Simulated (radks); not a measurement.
Values are calculated unless marked as measured or tabulated.
Task: These are the eigenvalues of the occupied orbitals of an atom or ion with whole-number occupations (eV). Level of theory: non-relativistic Kohn-Sham, PBE, spin-polarised, spherical densities, point nucleus (a radial shooting solver on a logarithmic mesh with Libxc functionals).

| orbital | eigenvalue |
|---|---|
| 1s up | -700.8585 |
| 1s down | -697.9633 |
| 2s up | -61.9455 |
| 2s down | -54.7284 |
| 2p up | -43.1725 |
| 3p up | -7.6437 |

Which element is it, and in what charge state? The configuration may be excited. Open shells, if any, are filled with parallel spins first.

Result: Z = 9, fluorine, charge +1: F+ in [He] 2s2 2p3 3p1. The list shows which subshells hold electrons but not how many an open one holds; the 1s level, -25.756 hartree, gives Z - s = 7.2 by -(Z - s)^2/2, which with screening narrows Z to a few neighbours, and the depths of the outer levels then fix element, charge and occupations together.
